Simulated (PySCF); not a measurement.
Broadened absorption spectrum of C3H5FSe

Compound: C₃H₅FSe.
SMILES: `C(F)(C[SeH])=C`

Method: PySCF, TDDFT wB97X-D/def2-SVPD, vertical, gas phase, core orbitals frozen in the response. One conformer (not necessarily the lowest) at the PBE0-D3(BJ)/def2-SVP geometry, without solvent, vibrations or thermal averaging. Relativistic effects, spin–orbit coupling among them, are left out although an element past zinc is present. Torsions of this conformer, `[CH2:1]=[C:2]([F:3])[CH2:4][SeH:5]`: C1–C2–C4–Se5 114°, H–Se5–C4–C2 59°.

Each state is given a Gaussian of 0.5 eV full width at half maximum, with ε(max) = 2.175×10⁸ f / Δν̃ (Δν̃ the width in cm⁻¹). The width is an assumption, not a result. The curve ends short of the highest state used, and states not computed would add to its high-energy end.

(λ (nm), ε (L mol⁻¹ cm⁻¹)): (168.2, 11142), (173.1, 13331), (178.0, 12604), (182.9, 16947), (187.9, 18920), (192.8, 11979), (197.7, 4445), (202.6, 1273), (207.5, 1037), (212.4, 1818), (217.3, 2404), (222.3, 2197), (227.2, 1450), (232.1, 722), (237.0, 284), (241.9, 100), (246.8, 49), (251.7, 49), (256.7, 60), (261.6, 64), (266.5, 59), (271.4, 46), (276.3, 32), (281.2, 19), (286.1, 10), (291.1, 5), (296.0, 2), (300.9, 1), (305.8, 0), (310.7, 0)

Question: Where are the band maxima, and which computed states make them?

Answer: 261 nm (4.74 eV), ε about 64, made up of S1 (100%); 219 nm (5.67 eV), ε about 2400, made up of S2 (100%); 186 nm (6.65 eV), ε about 19000, made up of S3 (87%) and S4 (11%); 172 nm (7.19 eV), ε about 13000, made up of S6 (82%) and S7 (11%) (ε in L mol⁻¹ cm⁻¹; maxima over ε = 5, shares over 10%). The states used: S1 4.74 eV (f 0.0012); S2 5.67 eV (f 0.045); S3 6.63 eV (f 0.313); S4 6.66 eV (f 0.038); S5 7.09 eV (f 0.0065); S6 7.18 eV (f 0.202); S7 7.48 eV (f 0.071); S8 7.69 eV (f 0.011); S9 7.79 eV (f 0.0071); S10 7.97 eV (f 0.024).

Question: What would ε be at 6.65 eV, the highest of these maxima, with half the width (0.25 eV)?

Answer: About 37300 L mol⁻¹ cm⁻¹ against 19400, a factor of about 1.9; a lone state at its own centre would give exactly 2.

Question: On this curve, what absorbance would a 10⁻⁴ mol/L sample give at 222 nm over a 1 cm path?

Answer: 222 nm is 5.585 eV, where ε is about 2200 L mol⁻¹ cm⁻¹, so A = ε c l ≈ 0.22 (Beer–Lambert, with the gas-phase spectrum and the assumed width).

Question: Coming from long wavelengths, where does ε first pass 100 L mol⁻¹ cm⁻¹?

Answer: At about 242 nm (5.13 eV), 0.39 eV above S1.

All these states lie below the vertical ionisation energy of 9.03 eV (ΔSCF).

Time: 63 s. Hardware: Arm Neoverse V2, one thread, no GPU, on a shared host.
